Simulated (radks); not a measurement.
Question: These are the eigenvalues of the occupied orbitals of an atom or ion with whole-number occupations (eV). Method: non-relativistic Kohn-Sham, PBE, spin-polarised, spherical densities, point nucleus; computed with a radial shooting solver on a logarithmic mesh with Libxc functionals.

orbital  eigenvalue
1s up     -68991.21
1s down   -68991.14
2s up     -12743.28
2s down   -12739.51
2p up     -12294.80
2p down   -12291.91
3s up     -4117.172
3s down   -4115.121
3p up     -3912.371
3p down   -3910.324
3d up     -3535.451
3d down   -3532.529
4s up     -1875.609
4s down   -1866.902
4p up     -1785.887
4p down   -1777.152
4d up     -1626.319

Which element is it, and in what charge state? The configuration may be excited. Open shells, if any, are filled with parallel spins first.

Answer: Z = 76, osmium, charge +37: Os37+ in [Kr] 4d3. The list shows which subshells hold electrons but not how many an open one holds; the 1s level, -2535.4 hartree, gives Z - s = 71.2 by -(Z - s)^2/2, which with screening narrows Z to a few neighbours, and the depths of the outer levels then fix element, charge and occupations together.
